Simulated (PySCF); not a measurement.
Ga(OH)(OMe)(NH2) (CH6GaNO2), SMILES C[O][Ga]([NH2])[OH]. Atoms are numbered in the order given.

```xyz
11

Ga     0.1392     0.0896     0.3301
O      1.3784    -0.3292     1.5311
H      1.3971     0.2572     2.2929
O      0.1108    -0.9557    -1.1075
C     -0.7818    -0.7755    -2.1627
H     -0.6982     0.2213    -2.6402
H     -0.5727    -1.5254    -2.9447
H     -1.8411    -0.9081    -1.8639
N     -0.9957     1.4886     0.4802
H     -1.0968     2.0481     1.3166
H     -1.7564     1.6409    -0.1693
```
Charge 0, spin multiplicity 1.

Coordinates come from a PBE0-D3(BJ)/def2-SVP optimisation. The structure was generated by enumeration; whether it is a known compound was not checked. One conformer was computed; it need not be the lowest.

Computed with HF/pcSseg-1 (PySCF).

GIAO shieldings, no solvent; atoms listed in one row are averaged. δ = σ(ref) − σ: ¹⁷O against H2O (σ = 333.0 ppm); ¹H against TMS (σ = 31.99 ppm); ¹³C against TMS (σ = 192.6 ppm); ¹⁵N against NH3 (σ = 267.3 ppm), references at their B3LYP-D3(BJ)/def2-TZVP geometries, non-relativistic.

Problem. Estimate the chemical shifts. (The exact figures need the calculation; the answer reports its results.)

Solution. 
```json
[
 {"nucleus": "¹⁷O", "atoms": "O2", "count": "1", "δ (ppm)": "-10.2"},
 {"nucleus": "¹⁷O", "atoms": "O4", "count": "1", "δ (ppm)": "-25.2"},
 {"nucleus": "¹H", "atoms": "H6, H7, H8", "count": "3", "δ (ppm)": "3.79"},
 {"nucleus": "¹H", "atoms": "H3", "count": "1", "δ (ppm)": "1.06"},
 {"nucleus": "¹H", "atoms": "H11", "count": "1", "δ (ppm)": "0.99"},
 {"nucleus": "¹H", "atoms": "H10", "count": "1", "δ (ppm)": "0.66"},
 {"nucleus": "¹³C", "atoms": "C5", "count": "1", "δ (ppm)": "51.8"},
 {"nucleus": "¹⁵N", "atoms": "N9", "count": "1", "δ (ppm)": "-5.4"}
]
```
